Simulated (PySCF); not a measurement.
## Magnetic susceptibility: `InChI=1S/C2H13GeNSi2/c1-4(6)3-2-5/h2-3H2,1,5-6H3`

Molfile (atoms numbered from 1):
```
C2H13GeNSi2
     RDKit          3D

 19 18  0  0  0  0  0  0  0  0999 V2000
   -0.9922   -0.1841   -1.7514 C   0  0  0  0  0  0  0  0  0  0  0  0
   -1.2262    0.3740   -0.4350 N   0  0  0  0  0  0  0  0  0  0  0  0
   -2.2422   -0.5231    0.6336 Si  0  0  0  0  0  4  0  0  0  0  0  0
    0.0696    1.4868    0.2406 Ge  0  0  0  0  0  4  0  0  0  0  0  0
    1.5343    0.5434    1.1769 C   0  0  0  0  0  0  0  0  0  0  0  0
    2.3119   -0.8643    0.1713 Si  0  0  0  0  0  4  0  0  0  0  0  0
   -1.9404   -0.4805   -2.2020 H   0  0  0  0  0  0  0  0  0  0  0  0
   -0.5224    0.5655   -2.3917 H   0  0  0  0  0  0  0  0  0  0  0  0
   -0.3395   -1.0635   -1.7249 H   0  0  0  0  0  0  0  0  0  0  0  0
   -3.4689   -0.8096   -0.1144 H   0  0  0  0  0  0  0  0  0  0  0  0
   -1.6382   -1.7953    1.0693 H   0  0  0  0  0  0  0  0  0  0  0  0
   -2.4694    0.3404    1.7908 H   0  0  0  0  0  0  0  0  0  0  0  0
    0.5686    2.2593   -0.9622 H   0  0  0  0  0  0  0  0  0  0  0  0
   -0.6540    2.4298    1.1738 H   0  0  0  0  0  0  0  0  0  0  0  0
    1.1388    0.1491    2.1129 H   0  0  0  0  0  0  0  0  0  0  0  0
    2.2946    1.2788    1.4380 H   0  0  0  0  0  0  0  0  0  0  0  0
    2.6718   -0.3919   -1.1692 H   0  0  0  0  0  0  0  0  0  0  0  0
    1.3738   -1.9863    0.0679 H   0  0  0  0  0  0  0  0  0  0  0  0
    3.5204   -1.3192    0.8681 H   0  0  0  0  0  0  0  0  0  0  0  0
  1  2  1  0
  2  3  1  0
  2  4  1  0
  4  5  1  0
  5  6  1  0
  1  7  1  0
  1  8  1  0
  1  9  1  0
  3 10  1  0
  3 11  1  0
  3 12  1  0
  4 13  1  0
  4 14  1  0
  5 15  1  0
  5 16  1  0
  6 17  1  0
  6 18  1  0
  6 19  1  0
M  END
```

Computed, not measured: PySCF, GIAO CAM-B3LYP/3-21G magnetisability, non-relativistic, IEF-PCM benzene. Geometry: GFN2-xTB.

The calculation is non-relativistic, which matters for the atoms heavier than Zn.

Task: How diamagnetic is it, and how anisotropic?

Result: Isotropic -1715 × 10⁻³⁰ J/T², or -103.3 × 10⁻⁶ cm³/mol; principal values -1737, -1716, -1692 × 10⁻³⁰ J/T², anisotropy 40 × 10⁻³⁰ J/T² (root of half the summed squared differences of the principal values). The susceptibility is in cgs units.

Task: Split it along the inertial axes a, b, c into diamagnetic and paramagnetic parts about the centre of mass, with the quadrupole moment.

Result: 
| axis | χ (10⁻⁶ cm³/mol) | diamagnetic (10⁻⁶ cm³/mol) | paramagnetic (10⁻⁶ cm³/mol) | summed x² of all electrons (Å²) | quadrupole Θ (D Å) |
| --- | --- | --- | --- | --- | --- |
| a | -103.0 | -814.4 | 711.4 | 246.1 | -2.43 |
| b | -104.0 | -1359.5 | 1255.5 | 117.7 | -0.54 |
| c | -102.8 | -1543.4 | 1440.5 | 74.3 | +2.97 |

Anisotropies 2χaa − χbb − χcc = +0.8 and 2χbb − χaa − χcc = -2.1 × 10⁻⁶ cm³/mol. Θ is traceless in Buckingham's convention.
